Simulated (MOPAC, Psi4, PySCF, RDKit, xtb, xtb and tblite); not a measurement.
Conformational energy of SMILES [SiH3][SiH2]c1ccco1 (C4H8OSi2). Scanned: dihedral Si1–Si2–C3–O7; all other coordinates were relaxed at GFN2-xTB. Points at φ and −φ are mirror images.

Geometry of the scan point at 135° (Å):
```
15

Si     2.7372     0.5199     0.2041
Si     1.1422    -1.1532     0.1690
C     -0.5743    -0.4084     0.0490
C     -1.1809     0.6433     0.6825
C     -2.4916     0.7333     0.1647
C     -2.5929    -0.2681    -0.7527
O     -1.4478    -0.9577    -0.8293
H      4.0902    -0.0351     0.2985
H      2.5858     1.4281     1.3451
H      2.7195     1.3638    -0.9945
H      1.1704    -1.9912     1.3799
H      1.2484    -2.0693    -0.9723
H     -0.7379     1.2721     1.4286
H     -3.2500     1.4405     0.4329
H     -3.3985    -0.5757    -1.3905
```

Levels: GFN2-xTB (xtb and tblite); MMFF94 // GFN2-xTB (RDKit); PBE0/def2-SVP // GFN2-xTB (Psi4); PBE0-D3(BJ)/def2-SVP // GFN2-xTB (Psi4); PBE/def2-SVP // GFN2-xTB (Psi4); PBE-D3(BJ)/def2-SVP // GFN2-xTB (Psi4); UFF // GFN2-xTB (RDKit); PM3, restricted, heats of formation // GFN2-xTB (MOPAC); PM7, restricted, heats of formation // GFN2-xTB (MOPAC); GFN1-xTB // GFN2-xTB (xtb); RKS-B3LYP/6-31G* = restricted B3LYP/6-31G*, spherical d, density fitting // GFN2-xTB (PySCF 2.14.0); RHF/LANL2DZ = restricted Hartree-Fock/LANL2DZ, with its core potentials past Ne // GFN2-xTB (PySCF); RKS-LDA (SVWN5)/6-31G* = restricted LDA (SVWN5)/6-31G*, spherical d, density fitting // GFN2-xTB (PySCF); RHF/6-31G* = PySCF with restricted Hartree-Fock/6-31G*, spherical d, density fitting // GFN2-xTB.

Least-squares fit of E(φ) = a0 + Σ (a_n cos nφ + b_n sin nφ), n = 1 to 4, to the 24 scan points, in kcal/mol above the lowest point of each profile (levels whose profile four harmonics don't fit are not listed):

```csv
method,a0,a1,b1,a2,b2,a3,b3,a4,b4,rms of fit
GFN2-xTB,0.32,-0.33,0.00,-0.06,0.00,0.08,0.00,-0.01,0.00,0.00
MMFF94,0.63,-0.52,0.00,0.43,0.00,0.12,0.00,0.13,0.00,0.02
PBE0/def2-SVP,0.48,-0.25,0.00,0.02,0.00,0.32,0.00,0.04,0.00,0.01
PBE0-D3(BJ)/def2-SVP,0.44,-0.23,0.00,-0.05,0.00,0.32,0.00,0.04,0.00,0.01
PBE/def2-SVP,0.47,-0.25,0.00,0.04,0.00,0.30,0.00,0.04,0.00,0.01
PBE-D3(BJ)/def2-SVP,0.42,-0.23,0.00,-0.03,0.00,0.30,0.00,0.03,0.00,0.01
UFF,0.96,1.11,0.00,0.13,0.00,0.03,0.00,0.06,0.00,0.03
PM3,0.61,0.50,0.00,0.63,0.00,0.14,0.00,0.02,0.00,0.01
PM7,0.62,-0.70,0.00,0.33,0.00,0.03,0.00,0.11,0.00,0.01
GFN1-xTB,1.22,-0.70,0.00,-0.37,0.00,0.01,0.00,-0.09,0.00,0.03
RKS-B3LYP/6-31G*,0.60,-0.27,0.00,0.15,0.00,0.34,0.00,0.11,0.00,0.01
RHF/LANL2DZ,0.76,-0.50,0.00,0.12,0.00,0.43,0.00,0.05,0.00,0.01
RKS-LDA (SVWN5)/6-31G*,0.40,-0.21,0.00,-0.07,0.00,0.26,0.00,0.08,0.00,0.01
RHF/6-31G*,0.76,-0.30,0.00,0.17,0.00,0.47,0.00,0.13,0.00,0.01
```

MMFF94 has few fitted parameters for silicon.
